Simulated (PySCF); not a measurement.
Si(H)3(OAc) (C₂H₆O₂Si), SMILES C(O[SiH3])(=O)C.

Geometry optimised at r2SCAN-D4/def2-SVP.

These are TDDFT-PBE/def2-SVPD (PySCF) values and carry that method's errors.

Vertical excitations.  State labels are in the subgroup Cs.

```tsv
state	symmetry	energy (eV)	λ (nm)	f	main pairs
S1	A"	5.53	224	0.001	HOMO→LUMO 100 %
S2	A'	6.01	206	0.033	HOMO→LUMO+1 97 %
S3	A'	6.71	185	0.001	HOMO→LUMO+2 95 %
S4	A"	6.95	178	0.001	HOMO−2→LUMO 99 %
S5	A'	7.00	177	0.076	HOMO−1→LUMO 66 %, HOMO−3→LUMO 20 %
S6	A"	7.11	174	0.001	HOMO−1→LUMO+1 99 %
S7	A'	7.16	173	0.005	HOMO→LUMO+3 96 %
S8	A"	7.49	165	0.000	HOMO→LUMO+4 100 %
S9	A'	7.60	163	0.001	HOMO−2→LUMO+1 62 %, HOMO→LUMO+5 35 %
S10	A'	7.64	162	0.056	HOMO→LUMO+5 52 %, HOMO−2→LUMO+1 36 %, HOMO−3→LUMO 10 %
T1	A"	5.01	247	0	HOMO→LUMO 100 %
T2	A'	5.84	212	0	HOMO→LUMO+1 94 %
T3	A'	5.95	208	0	HOMO−1→LUMO 84 %
T4	A'	6.66	186	0	HOMO→LUMO+2 100 %
```
Triplets are in the Tamm–Dancoff approximation, which puts them higher than full response would, so one can lie above its singlet here.
